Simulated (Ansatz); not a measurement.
Geometry optimisation, Ansatz 0.2.0, RKS r2SCAN/def2-SVP.

Input file:

```yaml
crystal:
  periodic: [false, false, false]
  atoms:
    - { symbol: O, position_ang: [-1.4309, 1.3603, 0.7747] }
    - { symbol: C, position_ang: [-0.4769, 0.7135, 0.7947] }
    - { symbol: B, position_ang: [0.0572, 0.0791, -0.5295] }
    - { symbol: S, position_ang: [1.716, -0.974, -0.4513] }
    - { symbol: Cl, position_ang: [-0.7552, 0.3429, -2.15] }
    - { symbol: H, position_ang: [0.0326, 0.5624, 1.7384] }
    - { symbol: H, position_ang: [0.9184, -2.1523, -0.2227] }
basis:
  gaussian: { orbitals: def2-SVP }
hamiltonian:
  xc: r2scan
relax:
  f_tol: 0.015
  max_steps: 40
```

Command:

```bash
$ ansatz run input.yaml --threads 2 --pin off --max-ram 3072MiB --backend cpu --events-out ev --progress --plain --runs-dir out
```

Where does it end, and by what steps?

It converged. After 12 steps the energy has fallen by 1.302 eV; H7 moved furthest, 1.06 Å.

```json
{"step": "0", "energy less start (eV)": "0.0000", "largest force component (eV/Å)": "5.663", "accepted": "yes"}
{"step": "1", "energy less start (eV)": "-0.5253", "largest force component (eV/Å)": "1.140", "accepted": "yes"}
{"step": "2", "energy less start (eV)": "-0.4699", "largest force component (eV/Å)": "1.526", "accepted": "no"}
{"step": "3", "energy less start (eV)": "-0.5795", "largest force component (eV/Å)": "0.480", "accepted": "yes"}
{"step": "4", "energy less start (eV)": "-0.6081", "largest force component (eV/Å)": "0.318", "accepted": "yes"}
{"step": "5", "energy less start (eV)": "-0.6815", "largest force component (eV/Å)": "0.730", "accepted": "yes"}
{"step": "6", "energy less start (eV)": "-0.8117", "largest force component (eV/Å)": "1.375", "accepted": "yes"}
{"step": "7", "energy less start (eV)": "-0.9984", "largest force component (eV/Å)": "0.912", "accepted": "yes"}
{"step": "8", "energy less start (eV)": "-1.1495", "largest force component (eV/Å)": "1.069", "accepted": "yes"}
{"step": "9", "energy less start (eV)": "-1.2547", "largest force component (eV/Å)": "1.029", "accepted": "yes"}
{"step": "10", "energy less start (eV)": "-1.2875", "largest force component (eV/Å)": "0.450", "accepted": "yes"}
{"step": "11", "energy less start (eV)": "-1.3016", "largest force component (eV/Å)": "0.064", "accepted": "yes"}
{"step": "12", "energy less start (eV)": "-1.3021", "largest force component (eV/Å)": "0.014", "accepted": "yes"}
```

```xyz
7
Properties=species:S:1:pos:R:3
O -1.369 1.673 0.688
C -0.483 0.855 0.821
B -0.021 -0.133 -0.355
S 1.294 -1.275 0.057
Cl -0.790 -0.059 -1.924
H 0.056 0.764 1.810
H 1.374 -1.893 -1.143
```

The run took 42 s on 2 threads of Arm Neoverse V1, with other jobs on the host, peak memory 0.19 GiB.
